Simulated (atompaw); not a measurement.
Cutoff test, zirconium, PAW (atompaw)

atompaw 4.2.0.5 input, output lines left out:

```
Zr 40
LDA-PW loggrid 1500 logderivrange -7 5 301
5 5 4 0 0 0
5 0 0
5 1 0
4 2 2
0 0 0
c
c
c
v
v
c
c
v
v
c
v
2
2.45 2.00 1.85 1.35
n
n
y
-0.85
n
bloechl sinc
bessel
```

The pseudo-atom Hamiltonian at the reference potential is diagonalised in spherical Bessel functions j_l(qr) that vanish at 20 bohr, with q² up to the cutoff. All-electron valence levels (Ry): 4s -4.8973, 5s -1.1647, 4p -3.4298, 5p -0.8552, 4d -1.3062.

How do the lowest levels (Ry) of each channel move with the cutoff, and are there ghosts?

```json
{"cutoff (Ry)": "8", "s #1": "-4.8369", "s #2": "-1.1507", "s #3": "-0.4639", "p #1": "-3.2052", "p #2": "-0.7865", "p #3": "-0.3490", "d #1": "-1.1966", "f #1": "-0.3076", "Σ f·Δε (mRy)": "1687.9"}
{"cutoff (Ry)": "10", "s #1": "-4.8756", "s #2": "-1.1605", "s #3": "-0.4670", "p #1": "-3.3138", "p #2": "-0.8129", "p #3": "-0.3574", "d #1": "-1.2527", "f #1": "-0.3081", "Σ f·Δε (mRy)": "847.0"}
{"cutoff (Ry)": "12", "s #1": "-4.8906", "s #2": "-1.1638", "s #3": "-0.4680", "p #1": "-3.3751", "p #2": "-0.8313", "p #3": "-0.3632", "d #1": "-1.2831", "f #1": "-0.3083", "Σ f·Δε (mRy)": "388.3"}
{"cutoff (Ry)": "15", "s #1": "-4.8955", "s #2": "-1.1646", "s #3": "-0.4683", "p #1": "-3.4154", "p #2": "-0.8470", "p #3": "-0.3684", "d #1": "-1.2974", "f #1": "-0.3084", "Σ f·Δε (mRy)": "107.9"}
{"cutoff (Ry)": "18", "s #1": "-4.8971", "s #2": "-1.1647", "s #3": "-0.4683", "p #1": "-3.4247", "p #2": "-0.8519", "p #3": "-0.3700", "d #1": "-1.3046", "f #1": "-0.3085", "Σ f·Δε (mRy)": "34.4"}
{"cutoff (Ry)": "21", "s #1": "-4.8972", "s #2": "-1.1647", "s #3": "-0.4683", "p #1": "-3.4282", "p #2": "-0.8540", "p #3": "-0.3707", "d #1": "-1.3058", "f #1": "-0.3085", "Σ f·Δε (mRy)": "10.9"}
{"cutoff (Ry)": "25", "s #1": "-4.8973", "s #2": "-1.1647", "s #3": "-0.4683", "p #1": "-3.4295", "p #2": "-0.8550", "p #3": "-0.3710", "d #1": "-1.3061", "f #1": "-0.3085", "Σ f·Δε (mRy)": "2.0"}
{"cutoff (Ry)": "30", "s #1": "-4.8973", "s #2": "-1.1647", "s #3": "-0.4683", "p #1": "-3.4298", "p #2": "-0.8551", "p #3": "-0.3711", "d #1": "-1.3062", "f #1": "-0.3085", "Σ f·Δε (mRy)": "0.5"}
{"cutoff (Ry)": "35", "s #1": "-4.8973", "s #2": "-1.1647", "s #3": "-0.4683", "p #1": "-3.4298", "p #2": "-0.8551", "p #3": "-0.3711", "d #1": "-1.3062", "f #1": "-0.3085", "Σ f·Δε (mRy)": "0.1"}
{"cutoff (Ry)": "40", "s #1": "-4.8973", "s #2": "-1.1647", "s #3": "-0.4683", "p #1": "-3.4298", "p #2": "-0.8551", "p #3": "-0.3711", "d #1": "-1.3062", "f #1": "-0.3085", "Σ f·Δε (mRy)": "0.1"}
{"cutoff (Ry)": "400", "s #1": "-4.8973", "s #2": "-1.1647", "s #3": "-0.4683", "p #1": "-3.4299", "p #2": "-0.8551", "p #3": "-0.3711", "d #1": "-1.3062", "f #1": "-0.3085", "Σ f·Δε (mRy)": "0.0"}
```

Result: no extra level below or beside the all-electron valence levels (s, p, d, f tested); 10 mRy is reached at 25 Ry and 1 mRy at 30 Ry.
